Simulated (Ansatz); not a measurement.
Ansatz (a first-principles code) input (MP2/6-311+G**): The .json file is the Basis Set Exchange's 6-311+G**.

Ansatz 0.2 input:
```yaml
crystal:
  periodic: [false, false, false]
  atoms:
    - {symbol: C, position_ang: [1.08331400, -0.36964600, 0.01428200]}
    - {symbol: C, position_ang: [-0.11449800, 0.29184600, -0.57145900]}
    - {symbol: O, position_ang: [-1.13643200, 0.27846500, 0.23147500]}
    - {symbol: H, position_ang: [1.39523300, -1.17287000, -0.65956300]}
    - {symbol: H, position_ang: [1.90627700, 0.35094900, 0.01626500]}
    - {symbol: H, position_ang: [0.93967900, -0.77368300, 1.03389600]}
    - {symbol: H, position_ang: [-0.96263400, -0.16531700, 1.10066700]}
basis:
  gaussian:
    orbitals: 6-311+G__.json
total_charge: 1
magnetization: {spin_polarized: true, initial_magnetization: 1}
correlation: {method: mp2, electrons: outside_noble_gas}
```

Output:

```
Functional definition: HF
integrals: 0.04 GiB planned
717 factors; integrals over basis functions are off by at most 1.4e-3 eV
mean field: 0.18 GiB planned
mean field evaluation 1: about -4146.8898 eV, gradient 3.6e1 eV
mean field evaluation 2: about -4146.8972 eV, gradient 3.6e1 eV
mean field evaluation 4: about -4152.0590 eV, gradient 4.1e0 eV
mean field evaluation 8: about -4152.2213 eV, gradient 2.1e-1 eV
mean field evaluation 16: about -4152.2242 eV, gradient 2.9e-6 eV
mean field -4152.22423518 eV, -152.5914261642 hartree, gradient 2.9e-6 eV, S^2 0.762534; 0 other end points of the search recorded, 0 dependent functions left out
3 core orbitals not correlated
reference -4152.22423518 eV, -152.5914261642 hartree; 9, 8 occupied and 78, 79 virtual orbitals, 717 factors
second order -12.21989711 eV of doubles, -0.00000000 eV of singles
Total energy: -4164.44413229 eV, -153.0404991001 hartree
```

The dipole moment of an ion depends on the origin.

The geometry given is a B3LYP-D3(BJ)/def2-TZVP minimum of the species of charge 0 and multiplicity 1, not of this state.
